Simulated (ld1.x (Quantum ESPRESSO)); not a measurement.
Configuration tests for iodine (I) (ultrasoft)

iodine (I), ultrasoft, made with ld1.x (Quantum ESPRESSO) 7.5 (LDA (PZ), non-relativistic). Core [Kr], reference 4d10 5s2 5p5. Waves: 5s (bound): rcut 1.65, rcutus 1.95 bohr; 5s channel at -0.65 Ry: rcut 1.65, rcutus 1.95 bohr; 5p (bound): rcut 2.05, rcutus 2.35 bohr; 5p channel at 2.4 Ry: rcut 2.05, rcutus 2.35 bohr; 4d (bound): rcut 0.65, rcutus 0.90 bohr; 4d channel at -3.45 Ry: rcut 0.65, rcutus 0.90 bohr. Local part: all-electron potential smoothed inside 2.28 bohr (lloc = -1). Core correction: none. Augmentation charge: PSQ, inside the norm-conserving radii.

Energies are relative to the spin-unpolarised reference configuration 4d10 5s2 5p5; without spin polarisation the order of configurations can differ from experiment. Spin-polarised rows fill each open shell by Hund’s rule, majority spin first.

Problem. Give the all-electron excitation energy and the error of the potential for: 4d10 5s2 5p4; 4d10 5s2 5p3; 4d10 5s2 5p2; 4d10 5s2 5p5.3; 4d10 5s2 5p4.5; 4d9 5s2 5p5; 4d10 5s2 5p1; 4d10 5s2 5p5 (spin-polarised); 4d10 5s2 5p4 (spin-polarised).

Solution.

```
        valence configuration  charge  ΔE all-electron (eV)  error AE − PS (meV)
                 4d10 5s2 5p4      +1                11.332                 +0.4
                 4d10 5s2 5p3      +2                31.354                 +2.2
                 4d10 5s2 5p2      +3                60.838                 +8.2
               4d10 5s2 5p5.3    -0.3                -1.847                  0.0
               4d10 5s2 5p4.5    +0.5                 4.635                 +0.1
                  4d9 5s2 5p5      +1                60.807                 -356
                 4d10 5s2 5p1      +4               100.409                  +25
4d10 5s2 5p5 (spin-polarised)       0                -0.120                 +2.1
4d10 5s2 5p4 (spin-polarised)      +1                10.775                  +12
```

Levels in the configuration 4d10 5s2 5p1:

| level | all-electron (eV) | pseudo (eV) |
| --- | --- | --- |
| 4d | -97.196 | -96.975 |
| 5s | -55.796 | -55.760 |
| 5p | -44.793 | -44.769 |
